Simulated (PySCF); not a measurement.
**AlSb: energy against distance**

Set-up: basis Al def2-TZVPPD, Sb def2-TZVPPD with ECP28; scalar-relativistic core potentials; PySCF 2.14. Energies in eV from Al + Sb in their ground configurations at the same level. State: ³Σ⁻ (triplet), unpaired electrons π ↑↑.

```
R (Å)    MN15      UHF  UHF-CCSD(T)
2.373  -1.444  -0.1441             
2.483  -1.753  -0.5094       -1.463
2.594  -1.916  -0.7145       -1.642
2.676  -1.968  -0.7918       -1.704
2.759  -1.977  -0.8203       -1.719
2.842  -1.953  -0.8115       -1.698
2.952  -1.884  -0.7574       -1.631
3.090  -1.758  -0.6458       -1.504
3.256  -1.573  -0.4870       -1.313
3.476  -1.308  -0.3076
```

Problem. Put a parabola through the three lowest points of the MN15 curve and estimate Re, k and ωe (reduced mass 22.06 u; 1 eV/Å² = 0.16022 mdyn/Å; ωe = 1302.8·√(k/μ) cm⁻¹).

Solution. Through R = 2.676, 2.759, 2.842 Å the second-order coefficient is 2.40 eV/Å², so Re ≈ 2.740 Å, k ≈ 0.767 mdyn/Å and ωe ≈ 243 cm⁻¹. A polynomial fit of higher order to the unrounded MN15 energies gives Re = 2.737 Å, k = 0.827 mdyn/Å, ωe = 252 cm⁻¹; anharmonicity and rounding make the difference.

The higher-order fit for each curve: MN15: Re = 2.737 Å, ωe = 252 cm⁻¹, De = 1.98 eV; UHF: Re = 2.778 Å, ωe = 251 cm⁻¹, De = 0.82 eV; UHF-CCSD(T): Re = 2.749 Å, ωe = 256 cm⁻¹, De = 1.72 eV.

Correlated steps freeze 9 core orbitals. ⟨S²⟩ of the unrestricted solution departs from its pure value on part of the curve, where spin states mix. Spin–orbit coupling is left out, which matters for elements this heavy, above all for dissociation energies. The state is the lowest determinant that a PBE0 search found; another state may lie lower at other levels.
